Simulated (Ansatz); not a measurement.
Born–Oppenheimer molecular dynamics of H$_{4}$NPSeSi (8 atoms, charge 0, multiplicity 1). It starts at the highest image of a converged band. Of that band: The profile has 2 maxima (images 5, 8) with wells between them (image 7): this band takes more than one step, which may be the mechanism or a detour left from its start path. A vibrational analysis at the climbing image gives one clearly imaginary mode, 1558i cm⁻¹: a first-order saddle point.

The calculation used UKS B3LYP-D4/def2-SVP (Ansatz 0.2.0).

```json
{
 "ensemble": "NVE (velocity Verlet)",
 "time step": "0.5 fs",
 "steps asked": "200",
 "starting velocities drawn for": "100 K",
 "seed": "6593"
}
```

First frame:

```xyz
8
Properties=species:S:1:pos:R:3
N -0.215 -0.805 0.399
Si -0.518 0.810 -0.266
Se 1.598 0.978 -1.100
P 1.790 -0.854 0.413
H -0.653 -1.210 1.227
H -1.622 0.839 -1.267
H -0.845 1.780 0.823
H 0.556 -1.594 -0.283
```

Task: How far do the bonds stretch over the last three quarters of this one trajectory? (Pairs bonded in most of those frames.)

Result: 
```json
{"bond": "N1–Si2", "mean (Å)": "1.771", "spread (Å)": "0.068", "shortest": "1.65", "longest": "1.90"}
{"bond": "N1–P4", "mean (Å)": "1.785", "spread (Å)": "0.119", "shortest": "1.62", "longest": "1.98"}
{"bond": "N1–H5", "mean (Å)": "1.019", "spread (Å)": "0.003", "shortest": "1.01", "longest": "1.03"}
{"bond": "Si2–Se3", "mean (Å)": "2.323", "spread (Å)": "0.032", "shortest": "2.25", "longest": "2.37"}
{"bond": "Si2–H6", "mean (Å)": "1.495", "spread (Å)": "0.019", "shortest": "1.46", "longest": "1.53"}
{"bond": "Si2–H7", "mean (Å)": "1.502", "spread (Å)": "0.015", "shortest": "1.48", "longest": "1.53"}
{"bond": "Se3–P4", "mean (Å)": "2.342", "spread (Å)": "0.030", "shortest": "2.30", "longest": "2.39"}
{"bond": "P4–H8", "mean (Å)": "1.614", "spread (Å)": "0.207", "shortest": "1.23", "longest": "1.92"}
```

Mean temperature of the second half: 1461 K. The conserved energy stayed within 0.84 meV per atom of its start (net change -0.16 meV per atom), so the integration is sound. The kinetic energy rose, since the run started high on the potential surface and went downhill. A run of 0.1 ps of so small a system gives no equilibrium averages. The orbitals were unrestricted but ended closed-shell.

Run time: 10 min on 2 threads of Intel(R) Xeon(R) Platinum 8488C (Sapphire Rapids), with other jobs on the host, peak memory 0.38 GiB.
